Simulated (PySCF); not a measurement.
# Telling isomers of C6H7FN2O apart by NMR

Single conformer, gas phase, averaged over atoms made equivalent by symmetry, fast rotation or ring inversion, relativity neglected. σ from GIAO-PBE0/pcSseg-1; structure optimised with GFN2-xTB; PySCF.

δ = σ(ref) − σ, references computed at the same level: TMS for 1H (σref 31.72), 13C (σref 186.93). Splittings of carbon signals by F and P are missing where no couplings were computed. Where no couplings were computed, multiplicities follow the n + 1 count of equivalent neighbours, and m marks all less simple cases (inequivalent or close neighbours, rings, F or P nearby). Shifts are as computed. Against solution values, carbons near 30 ppm lie about +3 ppm off and those near 130 ppm about +5 ppm. Of 1211 compounds with measured shifts, 218 miss one by over three times the rms of a fit or turn the order of signals round; such compounds aren't used in these exercises.

(1) Tabulate the signals of `COc1nnc(C)cc1F`, `CC(=O)c1cn(C)nc1F` and their relative energies.

(2) What is the quickest way to tell COc1nnc(C)cc1F from CC(=O)c1cn(C)nc1F?

Results:

(1) 
```tsv
SMILES	carbon types	δC	δH	E rel. (kcal/mol)
COc1nnc(C)cc1F	3×C 1×CH 2×CH3	162.0, 161.7, 158.9, 118.2, 56.8, 24.4	7.11 (m, 1H), 4.42 (s, 3H), 2.84 (s, 3H)	20.2
CC(=O)c1cn(C)nc1F	3×C 1×CH 2×CH3	193.3, 170.9, 138.5, 114.6, 40.6, 32.3	7.64 (m, 1H), 3.86 (s, 3H), 2.49 (s, 3H)	0.0
```

Energies are electronic energies at PBE0/pcSseg-1 on these geometries, without zero-point or thermal terms, each for the one conformer computed, which needn't be the lowest.

(2) Both give the same number of carbon signals, with the same numbers of each carbon type, so the positions decide. The first has an aromatic CH at 118.2 ppm, the second a substituted aromatic carbon (C) at 114.6 ppm. Their most deshielded carbons lie at 162.0 and 193.3 ppm. In the proton spectra the most deshielded non-exchanging signals are 7.11 (m, 1H) and 7.64 (m, 1H).
